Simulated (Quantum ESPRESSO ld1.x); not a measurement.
Results of a calculation; reference values are marked as such.
Q: As4+, configuration [Ar] 3d10 4s1. Level of theory: scalar-relativistic Kohn-Sham, exchange-only LDA, spin-polarised, spherical densities, point nucleus; open shells are filled with parallel spins first (ld1.x of Quantum ESPRESSO 7.5). Some entries of the table are withheld. Estimate them.

| orbital | occ. | eigenvalue (hartree) | r(max) (bohr) | <r^2> (bohr^2) |
|---|---|---|---|---|
| 1s up | 1 | -431.7136 | 0.02978 | 0.002794 |
| 1s down | 1 | -431.7092 | 0.02978 | 0.002794 |
| 2s up | 1 | -56.3262 | 0.1703 | 0.04864 |
| 2s down | 1 | -56.3243 | 0.1703 | 0.04864 |
| 2p up | 3 | -49.6637 | 0.1363 | 0.03853 |
| 2p down | 3 | -49.6615 | 0.1363 | 0.03853 |
| 3s up | 1 | (1) | 0.5222 | 0.4141 |
| 3s down | 1 | (2) | 0.5222 | 0.4131 |
| 3p up | 3 | (3) | 0.5209 | 0.4480 |
| 3p down | 3 | (4) | 0.5208 | 0.4461 |
| 3d up | 5 | -3.2736 | 0.4748 | 0.5649 |
| 3d down | 5 | -3.2605 | 0.4742 | 0.5530 |
| 4s up | 1 | -2.0982 | 1.501 | 3.171 |
| 4s down | 0 | -1.9950 | 1.483 | 3.143 |

A: 
(1) 3s up eigenvalue (hartree): -8.7413
(2) 3s down eigenvalue (hartree): -8.7356
(3) 3p up eigenvalue (hartree): -6.6799
(4) 3p down eigenvalue (hartree): -6.6727
